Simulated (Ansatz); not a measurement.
Relaxation of C2H10BClSi2 (16 atoms, charge 0, multiplicity 1), to a largest force component of 0.015 eV/Å in at most 40 steps.

Computed with Ansatz, RKS B3LYP-D4/6-31G*.

```xyz
16
Properties=species:S:1:pos:R:3
B -1.786 -1.315 0.509
Si -0.457 -0.781 -0.772
C 1.093 -1.683 -0.373
Si -0.018 1.431 -0.646
C 0.454 1.846 1.071
Cl 1.408 1.972 -2.002
H -1.650 -1.059 1.653
H -2.795 -1.755 0.110
H -0.878 -1.111 -2.091
H 1.469 -1.436 0.634
H 1.919 -1.390 -1.115
H 0.959 -2.800 -0.471
H -1.381 2.168 -0.980
H 1.362 1.319 1.347
H 0.631 2.930 1.162
H -0.334 1.596 1.827
```

Q: Where does it end, and by what steps?

A: The run converged. The force dipped under the threshold on the way, but the program's further checks kept it going. After 27 steps the energy has fallen by 0.591 eV; H8 moved furthest, 0.76 Å.

```
step  energy less start (eV)  largest force component (eV/Å)  accepted
   0                  0.0000                           2.638       yes
   1                 -0.3111                           1.887       yes
   2                 -0.5339                           0.520       yes
   3                 -0.5559                           0.227       yes
   4                 -0.5620                           0.077       yes
   5                 -0.5728                           0.108       yes
   6                 -0.5719                           0.450        no
   7                 -0.5784                           0.091       yes
   8                 -0.5826                           0.054       yes
   9                 -0.5797                           0.310        no
  10                 -0.5855                           0.035       yes
  11                 -0.5874                           0.078       yes
  12                 -0.5878                           0.136       yes
  13                 -0.5883                           0.147       yes
  14                 -0.5891                           0.067       yes
  15                 -0.5895                           0.015       yes
  16                 -0.5899                           0.032       yes
  17                 -0.5902                           0.022       yes
  18                 -0.5903                           0.031       yes
  19                 -0.5905                           0.020       yes
  20                 -0.5903                           0.084        no
  21                 -0.5908                           0.022       yes
  22                 -0.5911                           0.016       yes
  23                 -0.5912                           0.014       yes
  24                 -0.5913                           0.013       yes
  25                 -0.5913                           0.010       yes
  26                 -0.5909                           0.083        no
  27                 -0.5913                           0.004       yes
```

```xyz
16
Properties=species:S:1:pos:R:3
B -1.804 -1.262 0.638
Si -0.432 -0.941 -0.782
C 1.244 -1.796 -0.534
Si -0.080 1.393 -0.629
C 0.278 1.970 1.127
Cl 1.595 1.857 -1.818
H -1.482 -1.532 1.759
H -2.969 -1.087 0.433
H -0.944 -1.187 -2.163
H 1.626 -1.613 0.476
H 1.981 -1.421 -1.251
H 1.157 -2.880 -0.670
H -1.214 2.173 -1.196
H 1.114 1.412 1.562
H 0.528 3.036 1.150
H -0.603 1.811 1.762
```

Run time: 2.9 min on 2 threads of Intel(R) Xeon(R) Platinum 8259CL CPU @ 2.50GHz (Skylake/Cascade Lake), on a shared host, peak memory 0.35 GiB.
